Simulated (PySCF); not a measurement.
**Selenium: a sound run and one with changed settings**

Sound run: Se [Ar] 3d10 4s2 4p4, Se⁺ [Ar] 3d10 4s2 4p3. All numbers are calculated (PySCF 2.14, scalar relativity by spin-free X2C-1e, in jorge-DZP-DKH (8s6p2d1f, 43 functions)). In the sound run the correlated levels freeze [Ar] 3d10. The sound run starts from symmetry-adapted Hartree-Fock orbitals and uses a fine grid where one is needed.

Changed run: initial guess 1e, at most 50 SCF cycles.

```json
{"species": "Se", "method": "UHF", "sound run (hartree)": "-2427.93281", "changed run (hartree)": "-2427.93281", "converged": "yes"}
{"species": "Se", "method": "BP86", "sound run (hartree)": "-2430.00087", "changed run (hartree)": "-2430.00087", "converged": "yes"}
{"species": "Se", "method": "CCSD(T)", "sound run (hartree)": "-2427.97231", "changed run (hartree)": "-2427.97231", "converged": "yes"}
{"species": "Se⁺", "method": "r2SCAN", "sound run (hartree)": "-2429.29498", "changed run (hartree)": "-2429.29498", "converged": "yes"}
{"species": "Se⁺", "method": "MP2", "sound run (hartree)": "-2427.64960", "changed run (hartree)": "-2427.64960", "converged": "yes"}
```

Here the plain start reaches the same solutions.
